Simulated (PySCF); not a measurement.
bismuth atom (Bi), quartet (core potentials on Bi); CASSCF(7,7)/def2-SVP (PySCF).

PySCF was given this input:
```python
from pyscf import gto, scf, mcscf
import numpy

mol = gto.M(
    atom='''
Bi    0.00000000    0.00000000    0.00000000
''',
    basis='def2-svp',
    ecp={'Bi': 'def2-svp'},
    spin=3,
    verbose=4,
)

mf = scf.ROHF(mol)
mf.kernel()
mc = mcscf.CASSCF(mf, 7, 7)
mc.fix_spin_(ss=3.75)
mc.kernel()
occ = numpy.linalg.eigvalsh(mc.fcisolver.make_rdm1(mc.ci, mc.ncas, mc.nelecas))[::-1]
ss = mc.fcisolver.spin_square(mc.ci, mc.ncas, mc.nelecas)[0]
print('natural occupations', occ.round(4), ' <S^2>', round(ss, 4))
```

Q: Write the output that PySCF gives for this input, abridged.

A: 
```
PySCF version 2.14.0

[INPUT] verbose = 4
[INPUT] num. atoms = 1
[INPUT] num. electrons = 23
[INPUT] charge = 0
[INPUT] spin (= nelec alpha-beta = 2S) = 3
[INPUT] symmetry False subgroup None
[INPUT] Mole.unit = angstrom
[INPUT] Symbol           X                Y                Z      unit          X                Y                Z       unit  Magmom
[...]
nuclear repulsion = 0
number of shells = 10
number of NR pGTOs = 61
number of NR cGTOs = 26
basis = def2-svp
ecp = {'Bi': 'def2-svp'}

******** <class 'pyscf.scf.rohf.ROHF'> ********
method = ROHF
initial guess = minao
damping factor = 0
level_shift factor = 0
DIIS = <class 'pyscf.scf.diis.CDIIS'>
diis_start_cycle = 1
diis_space = 8
diis_damp = 0
SCF conv_tol = 1e-09
SCF conv_tol_grad = None
SCF max_cycles = 50
direct_scf = True
direct_scf_tol = 1e-13
num. doubly occ = 10  num. singly occ = 3
Set gradient conv threshold to 3.16228e-05
init E= -186.406804552703
[...]
cycle= 1 E= -213.252442762497  delta_E= -26.8  |g|= 1.13  |ddm|= 8.77
[...]
cycle= 2 E= -213.55315885021  delta_E= -0.301  |g|= 0.394  |ddm|=  2.4
[...]
cycle= 3 E= -213.587517874641  delta_E= -0.0344  |g|= 0.0265  |ddm|= 0.486
[...]
cycle= 4 E= -213.58775797543  delta_E= -0.00024  |g|= 0.00422  |ddm|= 0.0632
[...]
cycle= 5 E= -213.587768930597  delta_E= -1.1e-05  |g|= 0.000514  |ddm|= 0.0199
[...]
cycle= 6 E= -213.587768992841  delta_E= -6.22e-08  |g|= 5.18e-05  |ddm|= 0.000305
[...]
cycle= 7 E= -213.58776899369  delta_E= -8.49e-10  |g|= 1.05e-06  |ddm|= 8.49e-05
[...]
Extra cycle  E= -213.58776899369  delta_E= -7.11e-13  |g|= 2.34e-07  |ddm|= 3.14e-06
converged SCF energy = -213.58776899369

******** <class 'pyscf.mcscf.mc1step.CASSCF'> ********
CAS (5e+2e, 7o), ncore = 8, nvir = 11
max_cycle_macro = 50
max_cycle_micro = 4
conv_tol = 1e-07
conv_tol_grad = None
orbital rotation max_stepsize = 0.02
orbital rotation threshold for CI restart = 0.01
augmented hessian ah_max_cycle = 30
augmented hessian ah_conv_tol = 1e-12
augmented hessian ah_linear dependence = 1e-14
augmented hessian ah_level shift = 1e-08
augmented hessian ah_start_tol = 2.5
augmented hessian ah_start_cycle = 3
augmented hessian ah_grad_trust_region = 3
kf_trust_region = 3
kf_interval = 4
ci_response_space = 4
ci_grad_trust_region = 3
with_dep4 0
natorb = False
canonicalization = True
sorting_mo_energy = False
ao2mo_level = 2
internal_rotation = False
******** <class 'pyscf.fci.addons.SpinPenaltyFCISolver'> ********
max. cycles = 50
conv_tol = 1e-08
davidson only = True
linear dependence = 1e-12
level shift = 0.001
max iter space = 12
nroots = 1
pspace_size = 400
spin = None
CASCI E = -213.592983149081  S^2 = 3.7500000
Set conv_tol_grad to 0.000316228
macro iter   1 ( 17 JK    4 micro), CASSCF E = -213.593209368250  dE = -2.26219169e-04  S^2 = 3.7500000
               |grad[o]|=0.00378  |grad[c]|=0.0318  |ddm|=0.00254  |maxRot[o]|=0.0864
macro iter   2 ( 21 JK    4 micro), CASSCF E = -213.593405731995  dE = -1.96363745e-04  S^2 = 3.7500000
               |grad[o]|=0.0027  |grad[c]|=0.0143  |ddm|=0.00247  |maxRot[o]|=0.127
macro iter   3 (  7 JK    2 micro), CASSCF E = -213.593586038125  dE = -1.80306130e-04  S^2 = 3.7500000
               |grad[o]|=0.00251  |grad[c]|=0.016  |ddm|=0.0017  |maxRot[o]|=0.0699
macro iter   4 (  7 JK    2 micro), CASSCF E = -213.593870960358  dE = -2.84922233e-04  S^2 = 3.7500000
               |grad[o]|=0.00184  |grad[c]|=0.0103  |ddm|=0.00192  |maxRot[o]|=0.0699
macro iter   5 ( 12 JK    3 micro), CASSCF E = -213.594632967846  dE = -7.62007488e-04  S^2 = 3.7500000
               |grad[o]|=0.00178  |grad[c]|=0.0305  |ddm|=0.00734  |maxRot[o]|=0.149
macro iter   6 ( 12 JK    3 micro), CASSCF E = -213.595450058689  dE = -8.17090844e-04  S^2 = 3.7500000
               |grad[o]|=0.0024  |grad[c]|=0.0146  |ddm|=0.00364  |maxRot[o]|=0.149
macro iter   7 ( 17 JK    4 micro), CASSCF E = -213.596436843719  dE = -9.86785030e-04  S^2 = 3.7500000
[...]
               |grad[o]|=0.00249  |grad[c]|=0.0116  |ddm|=0.000688  |maxRot[o]|=0.0174
macro iter  33 ( 21 JK    4 micro), CASSCF E = -213.597227701972  dE = -2.03593148e-05  S^2 = 3.7500000
               |grad[o]|=0.00251  |grad[c]|=0.0116  |ddm|=0.000706  |maxRot[o]|=0.018
macro iter  34 ( 21 JK    4 micro), CASSCF E = -213.597250155447  dE = -2.24534747e-05  S^2 = 3.7500000
               |grad[o]|=0.00252  |grad[c]|=0.0116  |ddm|=0.000726  |maxRot[o]|=0.0186
macro iter  35 ( 21 JK    4 micro), CASSCF E = -213.597276752634  dE = -2.65971867e-05  S^2 = 3.7500000
               |grad[o]|=0.00254  |grad[c]|=0.0117  |ddm|=0.000749  |maxRot[o]|=0.0193
macro iter  36 ( 21 JK    4 micro), CASSCF E = -213.597316617108  dE = -3.98644742e-05  S^2 = 3.7500000
               |grad[o]|=0.00256  |grad[c]|=0.0118  |ddm|=0.000792  |maxRot[o]|=0.0234
macro iter  37 ( 21 JK    4 micro), CASSCF E = -213.597413380174  dE = -9.67630656e-05  S^2 = 3.7500000
               |grad[o]|=0.0026  |grad[c]|=0.0121  |ddm|=0.000922  |maxRot[o]|=0.0519
macro iter  38 ( 21 JK    4 micro), CASSCF E = -213.597788501150  dE = -3.75120977e-04  S^2 = 3.7500000
               |grad[o]|=0.00274  |grad[c]|=0.0135  |ddm|=0.00148  |maxRot[o]|= 0.12
macro iter  39 ( 21 JK    4 micro), CASSCF E = -213.599315327343  dE = -1.52682619e-03  S^2 = 3.7500000
               |grad[o]|=0.00328  |grad[c]|=0.0105  |ddm|=0.00251  |maxRot[o]|=0.267
macro iter  40 ( 21 JK    4 micro), CASSCF E = -213.601357436183  dE = -2.04210884e-03  S^2 = 3.7500000
               |grad[o]|=0.00418  |grad[c]|=0.00837  |ddm|=0.00373  |maxRot[o]|=0.311
macro iter  41 ( 21 JK    4 micro), CASSCF E = -213.602372852156  dE = -1.01541597e-03  S^2 = 3.7500000
               |grad[o]|=0.00348  |grad[c]|=0.00858  |ddm|=0.00451  |maxRot[o]|=0.255
macro iter  42 (  7 JK    2 micro), CASSCF E = -213.602611258347  dE = -2.38406191e-04  S^2 = 3.7500000
               |grad[o]|=0.00232  |grad[c]|=0.00838  |ddm|=0.00185  |maxRot[o]|=0.0699
macro iter  43 ( 16 JK    4 micro), CASSCF E = -213.602620221442  dE = -8.96309552e-06  S^2 = 3.7500000
               |grad[o]|=0.00108  |grad[c]|=0.0234  |ddm|=0.00282  |maxRot[o]|=0.0734
macro iter  44 (  7 JK    2 micro), CASSCF E = -213.602722466774  dE = -1.02245332e-04  S^2 = 3.7500000
               |grad[o]|=0.00152  |grad[c]|=0.0101  |ddm|=0.00109  |maxRot[o]|=0.0699
macro iter  45 (  4 JK    1 micro), CASSCF E = -213.602750337294  dE = -2.78705196e-05  S^2 = 3.7500000
               |grad[o]|=0.000582  |grad[c]|=0.0043  |ddm|=0.000417  |maxRot[o]|=0.0363
macro iter  46 (  5 JK    2 micro), CASSCF E = -213.602761335924  dE = -1.09986302e-05  S^2 = 3.7500000
               |grad[o]|=0.000189  |grad[c]|=0.0013  |ddm|=0.000345  |maxRot[o]|=0.025
macro iter  47 (  3 JK    1 micro), CASSCF E = -213.602763882716  dE = -2.54679156e-06  S^2 = 3.7500000
               |grad[o]|=0.000119  |grad[c]|=0.001  |ddm|=0.000118  |maxRot[o]|=0.00795
macro iter  48 (  3 JK    1 micro), CASSCF E = -213.602765409469  dE = -1.52675295e-06  S^2 = 3.7500000
               |grad[o]|=9.19e-05  |grad[c]|=0.000783  |ddm|=9.09e-05  |maxRot[o]|=0.00629
macro iter  49 (  3 JK    1 micro), CASSCF E = -213.602766341935  dE = -9.32466463e-07  S^2 = 3.7500000
               |grad[o]|=6.75e-05  |grad[c]|=0.000612  |ddm|=7.12e-05  |maxRot[o]|=0.0049
macro iter  50 (  3 JK    1 micro), CASSCF E = -213.602766911550  dE = -5.69614571e-07  S^2 = 3.7500000
               |grad[o]|=5.29e-05  |grad[c]|=0.000479  |ddm|=5.6e-05  |maxRot[o]|=0.00382
1-step CASSCF not converged,  50 macro (858 JK 173 micro) steps
CASSCF canonicalization
Density matrix diagonal elements [1.99925096 1.98763868 0.998305   0.99995294 0.99833964 0.00822968
 0.0082831 ]
CASSCF energy = -213.602766911550
CASCI E = -213.602766911550  E(CI) = -12.9252240866203  S^2 = 3.7500000
natural occupations [1.9993 1.9876 1.     0.9983 0.9983 0.0085 0.008 ]  <S^2> 3.75
```

The run did not converge; its last values are not results.
